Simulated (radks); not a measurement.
Q: Ni4+, 24 electrons, occupied as [Ar] 3d5.75 4d0.25 (fractional occupations, a model configuration). Method: Dirac Kohn-Sham, AM05, spin-unpolarised, spherical densities, point nucleus; open shells fill j = l - 1/2 first; computed with a radial shooting solver on a logarithmic mesh with Libxc functionals. Some entries of the table are withheld. Estimate them.

orbital,occ.,eigenvalue (eV),r(max) (bohr)
1s1/2,2,-8262.119,(1)
2s1/2,2,(2),0.2049
2p1/2,2,(3),0.1631
2p3/2,4,(4),0.1658
3s1/2,2,(5),0.6360
3p1/2,2,-137.3990,0.6356
3p3/2,4,-135.0598,0.6430
3d3/2,4,(6),0.6009
3d5/2,1.75,(7),0.6032
4d3/2,0.25,(8),2.566
4d5/2,0,(9),2.571

A: 
(1) 1s1/2 r(max) (bohr): 0.03544
(2) 2s1/2 eigenvalue (eV): -1048.403
(3) 2p1/2 eigenvalue (eV): -923.8171
(4) 2p3/2 eigenvalue (eV): -906.3908
(5) 3s1/2 eigenvalue (eV): -175.7570
(6) 3d3/2 eigenvalue (eV): -71.6818
(7) 3d5/2 eigenvalue (eV): -71.3764
(8) 4d3/2 eigenvalue (eV): -25.2940
(9) 4d5/2 eigenvalue (eV): -25.2577
